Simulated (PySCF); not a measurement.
**How exact exchange moves a shielding**

Molecule: `CCO[SiH2]C#N`, C3H7NOSi.

Geometry:
```json
{"atom": "C1", "x (Å)": "-1.945", "y (Å)": "-0.257", "z (Å)": "-0.751"}
{"atom": "C2", "x (Å)": "-0.616", "y (Å)": "-0.621", "z (Å)": "-0.137"}
{"atom": "O3", "x (Å)": "0.133", "y (Å)": "0.561", "z (Å)": "0.084"}
{"atom": "Si4", "x (Å)": "1.632", "y (Å)": "0.615", "z (Å)": "0.765"}
{"atom": "C5", "x (Å)": "2.788", "y (Å)": "-0.430", "z (Å)": "-0.264"}
{"atom": "N6", "x (Å)": "3.474", "y (Å)": "-1.099", "z (Å)": "-0.918"}
{"atom": "H7", "x (Å)": "-1.796", "y (Å)": "0.260", "z (Å)": "-1.710"}
{"atom": "H8", "x (Å)": "-2.508", "y (Å)": "0.413", "z (Å)": "-0.083"}
{"atom": "H9", "x (Å)": "-2.548", "y (Å)": "-1.160", "z (Å)": "-0.930"}
{"atom": "H10", "x (Å)": "-0.055", "y (Å)": "-1.299", "z (Å)": "-0.807"}
{"atom": "H11", "x (Å)": "-0.765", "y (Å)": "-1.158", "z (Å)": "0.819"}
{"atom": "H12", "x (Å)": "1.668", "y (Å)": "0.039", "z (Å)": "2.138"}
{"atom": "H13", "x (Å)": "2.113", "y (Å)": "2.014", "z (Å)": "0.721"}
```

GIAO shieldings (ppm, equivalent atoms averaged) in PySCF 2.14.0 with density-fitted response routines on the PBE0-D3(BJ)/def2-SVP geometry, basis pcSseg-1, gas phase, non-relativistic:

```csv
functional,exact exchange (%),σ(C2),σ(O3),σ(Si4),σ(N6)
BLYP,0,108.0,280.2,387.5,-103.1
BP86,0,113.3,287.1,391.7,-98.8
PBE,0,113.6,286.0,392.3,-100.5
B3LYP,20,114.4,292.3,397.5,-107.0
PBE0,25,120.9,299.9,405.3,-104.6
mPW1PW91,25,120.1,299.7,404.3,-105.0
HF,100,134.6,325.6,447.5,-116.9
```

**Question.** Fit each shielding as a line in the percentage of exact exchange.

**Answer.** σ(C2) = 112.2 + 0.23 x (rms 2.4 ppm); σ(O3) = 285.8 + 0.41 x (rms 3.1 ppm); σ(Si4) = 389.8 + 0.57 x (rms 2.1 ppm); σ(N6) = -101.3 − 0.16 x (rms 1.6 ppm). The functionals also differ in their semilocal parts, which the line can't hold; Hartree–Fock has no correlation at all.

**Question.** What does the line predict for BHandHLYP (50 %), and what does the run give?

**Answer.** σ(C2): 123.7 predicted, 122.5 computed; σ(O3): 306.3 predicted, 306.3 computed; σ(Si4): 418.3 predicted, 414.5 computed; σ(N6): -109.3 predicted, -111.8 computed ppm.
